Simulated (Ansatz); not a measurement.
System: sum formula GaBr2F, net charge 0, singlet state. SMILES: [F][Ga]([Br])[Br]
Geometry: optimised at B3LYP-D3(BJ)/def2-TZVP (Ansatz, a quantum-chemistry and plane-wave program).

Property: atomisation energy (electronic, to ground-state atoms), in kcal/mol. Cores are frozen in the correlated levels unless marked. UHF or UKS for open shells. Spin-orbit coupling is left out. The frozen core is the preceding noble-gas configuration, with the filled d and f shells of earlier blocks. No relativistic terms. The coupled-cluster limit lacks core correlation, which all-electron functionals hold. Basis-set limits of correlation are two-point, X^-3; Hartree-Fock from the larger set (for Q and 5 zeta extrapolated as (X+1)exp(-9√X)).

```json
[
 {"level": "revPBE-D3(BJ)/def2-TZVPD", "program": "Ansatz + dftd3", "atomisation energy (kcal/mol)": "259.2", "minus last row": "-14.5"},
 {"level": "r2SCANh/def2-TZVPD", "program": "Ansatz", "atomisation energy (kcal/mol)": "268.6", "minus last row": "-5.1"},
 {"level": "r2SCAN0/def2-TZVPD", "program": "Ansatz", "atomisation energy (kcal/mol)": "263.6", "minus last row": "-10.1"},
 {"level": "HSE06-D3(BJ)/def2-TZVPD", "program": "Ansatz + dftd3", "atomisation energy (kcal/mol)": "265.8", "minus last row": "-7.9"},
 {"level": "wB97M-V/def2-TZVPD", "program": "Ansatz", "atomisation energy (kcal/mol)": "262.0", "minus last row": "-11.7"},
 {"level": "wB97X/def2-TZVPD", "program": "Ansatz", "atomisation energy (kcal/mol)": "264.1", "minus last row": "-9.6"},
 {"level": "B2PLYP-D4/def2-TZVPD", "program": "Ansatz + dftd4", "atomisation energy (kcal/mol)": "263.3", "minus last row": "-10.4"},
 {"level": "RPA@PBE/cc-pVTZ", "program": "Ansatz", "atomisation energy (kcal/mol)": "229.3", "minus last row": "-44.4"},
 {"level": "MP2/aug-cc-pVTZ", "program": "Ansatz", "atomisation energy (kcal/mol)": "280.2", "minus last row": "6.5"},
 {"level": "MP2/cc-pVQZ", "program": "Ansatz", "atomisation energy (kcal/mol)": "284.6", "minus last row": "10.9"},
 {"level": "MP2/cc-pV5Z", "program": "Ansatz", "atomisation energy (kcal/mol)": "287.2", "minus last row": "13.5"},
 {"level": "SCS-MP2/aug-cc-pVTZ", "program": "Ansatz", "atomisation energy (kcal/mol)": "269.0", "minus last row": "-4.7"},
 {"level": "CCSD/cc-pVDZ", "program": "Ansatz", "atomisation energy (kcal/mol)": "237.6", "minus last row": "-36.1"},
 {"level": "CCSD(T)/aug-cc-pVTZ", "program": "Ansatz", "atomisation energy (kcal/mol)": "263.4", "minus last row": "-10.3"},
 {"level": "CCSD(T)/CBS(cc-pVQZ,cc-pV5Z)", "program": "Ansatz", "atomisation energy (kcal/mol)": "273.7", "minus last row": "0.0"}
]
```
